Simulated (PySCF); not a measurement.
Ru²⁺ (ruthenium, charge +2) across methods

[Kr] 4d5 5s1, high-spin 7S determinant (an excited configuration). Calculation: PySCF 2.14, in ANO-RCC-VTZP (7s6p4d2f1g, 68 functions); the spin-free X2C one-electron Hamiltonian (Gaussian nucleus).

| method | E (hartree) | mean ε 4p β (eV) | mean ε 4d α (eV) | mean ε 5s α (eV) | Σ⟨r²⟩ (bohr²) | ⟨S²⟩ |
| --- | --- | --- | --- | --- | --- | --- |
| PBE | -4528.78 | -68.226 | -29.360 | -21.466 | 36.02 | 12.000 |
| PBE0 | -4528.86 | -70.847 | -31.391 | -22.191 | 35.97 | 12.000 |
| BLYP | -4529.32 | -68.188 | -28.968 | -21.306 | 36.11 | 12.000 |
| UHF | -4526.97232 | -77.132 | -36.619 | -23.947 | 36.17 | 12.001 |
| B3LYP | -4529.22 | -70.473 | -30.775 | -22.064 | 36.05 | 12.000 |
| r2SCAN | -4529.18 | -69.023 | -29.978 | -21.672 | 35.97 | 12.001 |
| LDA | -4524.09 | -68.586 | -29.416 | -21.805 | 36.10 | 12.000 |
| B97-3 | -4528.85 | -71.247 | -31.278 | -22.059 | 35.99 | 12.000 |
